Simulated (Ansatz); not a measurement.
Gas-phase reaction in SMILES: N[Si](N)(N)Br → N[Si](N)Br + [NH2] (NH2) (the N-Si bond at the site shown breaks; other sites are not compared here)
Geometries: B3LYP-D3(BJ)/def2-TZVP minima from Ansatz (a first-principles code), one conformer each, not searched for the lowest.

Property: bond dissociation energy (electronic energy difference), in kcal/mol. Correlated levels leave the core frozen unless marked. UHF or UKS for open shells. Spin-orbit coupling is left out. Frozen are the shells of the preceding noble gas and the d and f shells that filled before the atom's block. Non-relativistic. Basis-set limits of correlation are two-point, X^-3; Hartree-Fock from the larger set. The bracket is a focal-point correction in the basis named.

```
level                          program  bond dissociation energy (kcal/mol)
----------------------  --------------  -----------------------------------
PBE/def2-TZVPD                  Ansatz                                106.2
BLYP-D3(BJ)/def2-TZVPD  Ansatz + dftd3                                104.3
```

Problem. Estimate the value at RI-MP2/CBS(def2-TZVPP,def2-QZVPP)+[CCSD(T)-MP2]/def2-TZVPP as computed with Ansatz.

Solution. 116.2 kcal/mol, so BLYP-D3(BJ)/def2-TZVPD differs from it by -11.9 kcal/mol.
